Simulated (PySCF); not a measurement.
A geometry optimisation, step by step.

CdMeH, CH4Cd (singlet state).
Bonds: Cd1–C2. Hydrogens: H6 on Cd1; H3, H4, H5 on C2.

Method: PBE0-D3(BJ)/def2-SVP geometry optimisation, gas phase, def2 core potentials past Kr in PySCF; density fitting, grid level 1; the optimiser is geomeTRIC in internal coordinates, started from a GFN2-xTB structure with every atom displaced at random (about 0.03 Å). The frame can shift and turn from step to step; on so coarse a grid that alone can change the energy by a few meV, and forces under 0.02 eV/Å are noise.

Step 0: E = -5663.0781 eV, largest atomic force 2.526 eV/Å
```
atom  x, y, z in Å  |  force x, y, z in eV/Å
Cd1     0.060   -0.044   -1.356   -0.322   0.195  -0.149
C2     -0.011   -0.008    0.801    2.489   0.418   0.100
H3     -0.502    0.894    1.214    0.240  -0.059  -0.183
H4      1.115   -0.063    1.203   -2.393   0.112  -0.655
H5     -0.565   -0.866    1.163   -0.164  -0.596   0.254
H6     -0.034   -0.009   -3.094    0.150  -0.070   0.632
```

Step 1: E = -5663.2608 eV, largest atomic force 0.256 eV/Å
```
atom  x, y, z in Å  |  force x, y, z in eV/Å
Cd1     0.035   -0.025   -1.334   -0.160   0.075   0.034
C2      0.005   -0.011    0.776   -0.038  -0.084  -0.079
H3     -0.461    0.900    1.180   -0.055   0.008  -0.023
H4      1.032   -0.057    1.151    0.206  -0.019   0.150
H5     -0.537   -0.889    1.161   -0.014   0.046   0.024
H6     -0.012   -0.013   -3.004    0.061  -0.025  -0.107
```

Step 2: E = -5663.2662 eV, largest atomic force 0.113 eV/Å
```
atom  x, y, z in Å  |  force x, y, z in eV/Å
Cd1     0.018   -0.019   -1.338   -0.066   0.030   0.000
C2      0.010   -0.013    0.778    0.096  -0.052  -0.029
H3     -0.463    0.897    1.178   -0.021   0.014  -0.008
H4      1.041   -0.059    1.164   -0.031   0.001   0.017
H5     -0.537   -0.886    1.167   -0.005   0.015   0.009
H6     -0.005   -0.015   -3.018    0.027  -0.009   0.011
```

Step 3: E = -5663.2670 eV, largest atomic force under 0.02 eV/Å
```
atom  x, y, z in Å  |  force x, y, z in eV/Å
Cd1     0.007   -0.014   -1.338   -0.002  -0.001   0.000
C2      0.013   -0.015    0.777    0.002  -0.008  -0.007
H3     -0.462    0.895    1.173    0.000   0.004   0.001
H4      1.042   -0.060    1.167    0.002   0.003   0.001
H5     -0.537   -0.885    1.169   -0.003   0.000   0.002
H6      0.000   -0.016   -3.018    0.001   0.001   0.003
```

Step 4: E = -5663.2670 eV, largest atomic force under 0.02 eV/Å
```
atom  x, y, z in Å  |  force x, y, z in eV/Å
Cd1     0.006   -0.015   -1.338    0.000  -0.001   0.000
C2      0.013   -0.016    0.776    0.000  -0.003   0.000
H3     -0.462    0.895    1.173    0.001   0.001   0.000
H4      1.042   -0.060    1.167   -0.002   0.001  -0.001
H5     -0.537   -0.885    1.170    0.000   0.001   0.001
H6      0.001   -0.016   -3.017    0.000   0.001  -0.001
```

Question: Summarise the path.

Answer: The energy falls by 18.23 kJ/mol from step 0 to step 4; nine tenths of that is first reached at step 1. It falls at every step. The largest force goes from 2.526 to under 0.02 eV/Å. Among the bonds C2–H4 changes most, from 1.197 to 1.101 Å; the atoms move by 0.063 Å rms after alignment.

Question: Follow the three bonds and two angles with the largest change from start to end.

Answer: 
```json
{"step": "0", "E above end (kJ/mol)": "18.23", "largest force (eV/Å)": "2.526", "C2–H4 (Å)": "1.197", "Cd1–H6 (Å)": "1.740", "Cd1–C2 (Å)": "2.159", "C2–Cd1–H6 (°)": "174.5", "Cd1–C2–H4 (°)": "107.7"}
{"step": "1", "E above end (kJ/mol)": "0.60", "largest force (eV/Å)": "0.256", "C2–H4 (Å)": "1.095", "Cd1–H6 (Å)": "1.671", "Cd1–C2 (Å)": "2.110", "C2–Cd1–H6 (°)": "177.5", "Cd1–C2–H4 (°)": "109.2"}
{"step": "2", "E above end (kJ/mol)": "0.08", "largest force (eV/Å)": "0.113", "C2–H4 (Å)": "1.102", "Cd1–H6 (Å)": "1.681", "Cd1–C2 (Å)": "2.116", "C2–Cd1–H6 (°)": "178.9", "Cd1–C2–H4 (°)": "110.3"}
{"step": "3", "E above end (kJ/mol)": "0.00", "largest force (eV/Å)": "under 0.02", "C2–H4 (Å)": "1.101", "Cd1–H6 (Å)": "1.680", "Cd1–C2 (Å)": "2.115", "C2–Cd1–H6 (°)": "179.9", "Cd1–C2–H4 (°)": "110.9"}
{"step": "4", "E above end (kJ/mol)": "0.00", "largest force (eV/Å)": "under 0.02", "C2–H4 (Å)": "1.101", "Cd1–H6 (Å)": "1.679", "Cd1–C2 (Å)": "2.114", "C2–Cd1–H6 (°)": "179.9", "Cd1–C2–H4 (°)": "111.0"}
```

What follows is the cost of the whole optimisation. Hardware: one thread of an Arm Neoverse V2, no GPU, on a shared host. Cost: 6.3 s, 0.27 GiB resident at most.
